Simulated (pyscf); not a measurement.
**Elimination: H₃Ge–O–GeH₃ (SMILES [GeH3][O][GeH3]) → GeH₄ (SMILES [GeH4]) + O=GeH₂ (SMILES [O]=[GeH2])**

Gas phase, singlet surface, charge 0. Bonds broken: Ge1–O2, Ge3–H7. Bonds formed: Ge1–H7. Single points on ωB97X-D3(BJ)/def2-SVP structures (PySCF, gas phase).

Transition state (Å):

```xyz
9

Ge    -0.4478    -0.9800    -0.2806
O      0.6662     1.0249    -0.7330
Ge     0.0855     1.5212     0.7609
H     -1.2353    -0.5337    -1.5053
H      0.9837    -1.4992    -0.3103
H     -1.2989    -2.1187     0.3806
H     -0.7696    -0.0328     1.0847
H      0.9614     1.5230     2.0274
H     -1.1385     2.4441     0.9055
```

One imaginary mode, 320i cm⁻¹; descent along it reached the two sides named, in the forms told below.

```tsv
bond	change	reactant side (Å)	saddle	product side
Ge1–O2	breaks	1.773	2.338	3.2
Ge3–H7	breaks	1.542	1.803	2.292
Ge1–H7	forms	3.4	1.693	1.563
```

Electronic energies relative to the reactant's lowest minimum found (eV):

```csv
level,barrier,reaction energy,reverse barrier
ωB97X-D3(BJ)/def2-TZVP,2.66,+2.69,-0.02
PBE/def2-TZVP,2.37,+2.15,0.22
r²SCAN/def2-TZVP,2.57,+2.46,0.11
B3LYP-D3(BJ)/def2-TZVP,2.63,+2.41,0.22
PBE0-D3(BJ)/def2-TZVP,2.58,+2.54,0.04
M06-2X/def2-TZVP,2.76,+2.82,-0.06
ωB97M-D3(BJ)/def2-TZVP,2.68,+2.50,0.17
HF/def2-TZVP,3.24,+2.92,0.32
```

With ωB97M-D3(BJ)/def2-TZVP energies and thermal terms (ideal gas, 1 atm, RRHO with modes under 100 cm⁻¹ raised to 100, one conformer, R ln 2 for chiral ones without a mode under 150 cm⁻¹), in eV:

```csv
T (K),ΔH‡,ΔG‡,ΔH,ΔG
298,2.61,2.65,+2.40,+2.00
600,2.59,2.69,+2.38,+1.60
900,2.57,2.74,+2.33,+1.22
1200,2.55,2.80,+2.28,+0.86
```

On the product side the descent ends in a complex, 0.25 eV under the separated species and 0.22 eV under the saddle at ωB97X-D3(BJ)/def2-TZVP. At ωB97X-D3(BJ)/def2-TZVP, M06-2X the saddle lies under the separated products, which points to a path from their complex (located at ωB97X-D3(BJ) alone), and parting the products costs more than the saddle. At the saddle there is also a short Ge–Ge contact that neither side keeps. O=GeH₂ lies 1.32 eV over its isomer HO–GeH: [singlet] (electronic energy, ωB97M-D3(BJ)/def2-TZVP). One saddle was located; it need not be the lowest between these sides. Elements up to Kr have no core potential and no relativistic terms here.
